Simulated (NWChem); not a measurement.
## Atomisation of H6B2

```
B
H 1 1.2014
H 1 1.2014 2 121.73
H 1 1.3290 2 109.00 3 -128.14
B 4 1.3290 1 83.91 2 -112.52
H 5 1.2014 4 109.00 1 112.52
H 5 1.2014 6 121.73 4 -128.14
H 1 1.3290 2 109.00 4 -103.72
```
Charge 0, spin multiplicity 1.

All runs are NWChem calculations. All single points use one geometry, from B3LYP/def2-SVP, a minimum by its harmonic frequencies.

Basis set: def2-TZVP. The atomisation energy is electronic alone: no zero-point, thermal, spin-orbit or counterpoise terms. No value is extrapolated to the basis-set limit. Free atoms are single determinants with multiplicities B 2, H 2. Correlated methods freeze the same cores in atoms and molecule, 2 orbitals in all.

B3LYP has NWChem's definition, with VWN1-RPA local correlation. The structure started from a generated list of species. No SCF solution was tested for a lower state. Open-shell Hartree-Fock references start from PBE0 orbitals.

Q: For the atomisation energy, B3LYP gives 608.3 kcal/mol and HF gives 483.7 kcal/mol. What do LC-wPBE (omega 0.3 per bohr), CAM-B3LYP, MP2 give?

A: LC-wPBE (omega 0.3 per bohr): 607.0 kcal/mol; CAM-B3LYP: 611.8 kcal/mol; MP2: 584.4 kcal/mol.
